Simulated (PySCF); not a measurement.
C₆H₄N₂O₂. Atoms are numbered in the order given.

```xyz
14

C     -0.6571    -2.8345     0.0000
C      0.7040    -2.7168     0.0000
O      1.0690    -1.4247     0.0000
C     -0.0593    -0.6877     0.0000
C      0.0746     0.7447     0.0000
N      1.1463     1.4760     0.0000
N      0.7196     2.7804     0.0000
C     -0.5667     2.7462     0.0000
O     -1.0532     1.4897     0.0000
C     -1.1623    -1.5034     0.0000
H     -1.2288    -3.7595     0.0000
H      1.5140    -3.4413     0.0000
H     -1.2713     3.5742     0.0000
H     -2.2001    -1.1794     0.0000
```

The structure is a stationary point at PBE0-D3(BJ)/def2-SVP. Other conformers were not sampled.

All values below come from PBE/def2-SVP run with PySCF.

Symmetry labels are those of the subgroup Cs that the program uses (full group Cs).

List the valence orbital energies around the gap with their symmetry. (The exact figures need the calculation; the answer reports its results.)


```tsv
orbital	symmetry	energy (eV)
HOMO−7	A'	-10.21
HOMO−6	A'	-9.37
HOMO−5	A"	-8.66
HOMO−4	A"	-7.78
HOMO−3	A'	-7.65
HOMO−2	A"	-7.32
HOMO−1	A'	-6.07
HOMO	A"	-5.78
LUMO	A"	-2.17
LUMO+1	A"	-0.74
LUMO+2	A"	-0.05
LUMO+3	A'	1.33
```
